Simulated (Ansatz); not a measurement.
Reaction (SMILES): ClBr (Cl-Br) → Br atom + Cl atom
B3LYP-D3(BJ)/def2-TZVP geometries, fixed; electronic energies without zero-point terms.

Basis-set convergence of the atomisation energy at HF with Ansatz (an electronic-structure program). All functions are spherical. Open shells are unrestricted. No added dispersion term, no relativity. Functions are those of the species that has most. Reference: the value in pcseg-4, 17.73 kcal/mol, itself unsure by roughly 0.19 kcal/mol (its mean distance from aug-pcseg-3, aug-cc-pV(Q+d)Z, cc-pV(5+d)Z). Deviations are taken from unrounded values.

| basis | functions | atomisation energy (kcal/mol) |
|---|---|---|
| pcseg-1 | 45 | 11.52 |
| aug-pcseg-1 | 63 | 12.32 |
| cc-pV(D+d)Z | 50 | 12.79 |
| aug-cc-pV(D+d)Z | 68 | 13.82 |
| def2-SVP | 50 | 13.15 |
| def2-SVPD | 68 | 12.25 |
| pcseg-2 | 77 | 16.51 |
| aug-pcseg-2 | 109 | 17.30 |
| cc-pV(T+d)Z | 82 | 17.04 |
| aug-cc-pV(T+d)Z | 114 | 17.14 |
| def2-TZVP | 85 | 16.68 |
| def2-TZVPD | 103 | 17.21 |
| def2-TZVPP | 90 | 16.69 |
| def2-TZVPPD | 108 | 17.21 |
| cc-pV(Q+d)Z | 132 | 17.39 |
| aug-cc-pV(Q+d)Z | 182 | 17.43 |
| pcseg-3 | 132 | 17.69 |
| aug-pcseg-3 | 182 | 17.69 |
| def2-QZVPP | 159 | 17.45 |
| def2-QZVPPD | 177 | 17.52 |

What the diffuse functions change, pair by pair:
- pcseg-1 to aug-pcseg-1: 18 more functions, deviation -6.21 to -5.41 kcal/mol
- cc-pV(D+d)Z to aug-cc-pV(D+d)Z: 18 more functions, deviation -4.94 to -3.92 kcal/mol
- def2-SVP to def2-SVPD: 18 more functions, deviation -4.58 to -5.48 kcal/mol
- pcseg-2 to aug-pcseg-2: 32 more functions, deviation -1.23 to -0.43 kcal/mol
- cc-pV(T+d)Z to aug-cc-pV(T+d)Z: 32 more functions, deviation -0.69 to -0.60 kcal/mol
- def2-TZVP to def2-TZVPD: 18 more functions, deviation -1.05 to -0.53 kcal/mol
- def2-TZVPP to def2-TZVPPD: 18 more functions, deviation -1.04 to -0.53 kcal/mol
- cc-pV(Q+d)Z to aug-cc-pV(Q+d)Z: 50 more functions, deviation -0.34 to -0.30 kcal/mol
- pcseg-3 to aug-pcseg-3: 50 more functions, deviation -0.04 to -0.04 kcal/mol
- def2-QZVPP to def2-QZVPPD: 18 more functions, deviation -0.28 to -0.21 kcal/mol

They bring the value nearer the reference by more than 0.19 kcal/mol in 5 of 10 pairs.
